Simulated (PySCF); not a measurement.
Ga(H)(F)(OH) (FGaH₂O), SMILES [F][GaH][OH]. Heavy atoms are numbered as in [GaH:1]([F:3])[OH:4]. Hydrogens are named by the atom that carries them.

Coordinates come from a B3LYP-D3(BJ)/def2-TZVP optimisation. The values are those of a single conformer.

Computed with PySCF with HF/pcSseg-2.

GIAO shieldings, no solvent; atoms alike by connectivity are averaged. δ = σ(ref) − σ: ¹H against TMS (σ = 31.98 ppm); ¹⁹F against CFCl3 (σ = 237.3 ppm); ¹⁷O against H2O (σ = 326.0 ppm), references at their B3LYP-D3(BJ)/def2-TZVP geometries, non-relativistic.

| atoms | nucleus | count | δ (ppm) |
|---|---|---|---|
| H on Ga1 | ¹H | 1 | 5.01 |
| H on O4 | ¹H | 1 | [?] |
| F3 | ¹⁹F | 1 | -157.6 |
| O4 (OH) | ¹⁷O | 1 | [?] |

Question: What belongs in the gaps? (An estimate is asked for; the answer gives what the named calculation found.)

Answer: 
- O4 (OH), δ (ppm): 23.3
- H on O4, δ (ppm): 2.12
